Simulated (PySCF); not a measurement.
In(OMe)(SiH3)2, CH9InOSi2, SMILES [SiH3][In]([O]C)[SiH3], PBE0/def2-SVP optimised geometry.

```
14

In     0.11     0.11     0.00
O      0.88     1.03     1.62
C      0.16     1.62     2.65
H     -0.94     1.55     2.53
H      0.40     1.15     3.62
H      0.40     2.69     2.74
Si    -2.49     0.11     0.00
H     -3.02    -0.59     1.22
H     -3.03    -0.59    -1.21
H     -3.01     1.51     0.00
Si     2.05    -0.72    -1.49
H      1.55    -1.59    -2.60
H      3.03    -1.51    -0.67
H      2.76     0.45    -2.09
```

Density from PBE0/def2-TZVP, def2 effective core potentials past Kr (PySCF) at that geometry. The core electrons that the potentials of In replace are not part of the density.

Minimum of the electron density along straight lines between bonded atoms, close to the bond critical point (lines longer than 1.1 times the sum of covalent radii, or with two minima, are not listed):

```json
[
 {"bond": "In1–O2", "length / Å": "2.013", "ρ at the minimum / e bohr⁻³": "0.106", "∇²ρ there / e bohr⁻⁵": "___", "position (fraction from the first atom)": "0.52"},
 {"bond": "O2–C3", "length / Å": "1.388", "ρ at the minimum / e bohr⁻³": "0.277", "∇²ρ there / e bohr⁻⁵": "___", "position (fraction from the first atom)": "0.65"},
 {"bond": "C3–H4", "length / Å": "1.112", "ρ at the minimum / e bohr⁻³": "0.270", "∇²ρ there / e bohr⁻⁵": "-0.91", "position (fraction from the first atom)": "0.64"},
 {"bond": "C3–H5", "length / Å": "1.108", "ρ at the minimum / e bohr⁻³": "0.274", "∇²ρ there / e bohr⁻⁵": "-0.93", "position (fraction from the first atom)": "0.64"},
 {"bond": "C3–H6", "length / Å": "1.108", "ρ at the minimum / e bohr⁻³": "0.274", "∇²ρ there / e bohr⁻⁵": "-0.93", "position (fraction from the first atom)": "0.64"},
 {"bond": "In1–Si7", "length / Å": "2.594", "ρ at the minimum / e bohr⁻³": "0.068", "∇²ρ there / e bohr⁻⁵": "-0.03", "position (fraction from the first atom)": "0.50"},
 {"bond": "Si7–H8", "length / Å": "1.497", "ρ at the minimum / e bohr⁻³": "0.117", "∇²ρ there / e bohr⁻⁵": "0.15", "position (fraction from the first atom)": "0.49"},
 {"bond": "Si7–H9", "length / Å": "1.496", "ρ at the minimum / e bohr⁻³": "0.117", "∇²ρ there / e bohr⁻⁵": "0.16", "position (fraction from the first atom)": "0.49"},
 {"bond": "Si7–H10", "length / Å": "1.497", "ρ at the minimum / e bohr⁻³": "0.117", "∇²ρ there / e bohr⁻⁵": "0.15", "position (fraction from the first atom)": "0.49"},
 {"bond": "In1–Si11", "length / Å": "2.580", "ρ at the minimum / e bohr⁻³": "0.069", "∇²ρ there / e bohr⁻⁵": "-0.03", "position (fraction from the first atom)": "0.51"},
 {"bond": "Si11–H12", "length / Å": "1.496", "ρ at the minimum / e bohr⁻³": "0.117", "∇²ρ there / e bohr⁻⁵": "0.15", "position (fraction from the first atom)": "0.49"},
 {"bond": "Si11–H13", "length / Å": "1.495", "ρ at the minimum / e bohr⁻³": "0.117", "∇²ρ there / e bohr⁻⁵": "0.16", "position (fraction from the first atom)": "0.49"},
 {"bond": "Si11–H14", "length / Å": "1.496", "ρ at the minimum / e bohr⁻³": "0.117", "∇²ρ there / e bohr⁻⁵": "0.15", "position (fraction from the first atom)": "0.49"}
]
```

**Question.** Some entries are withheld; supply them.

**Answer.** 
- In1–O2, ∇²ρ there / e bohr⁻⁵: 0.48
- O2–C3, ∇²ρ there / e bohr⁻⁵: -0.63
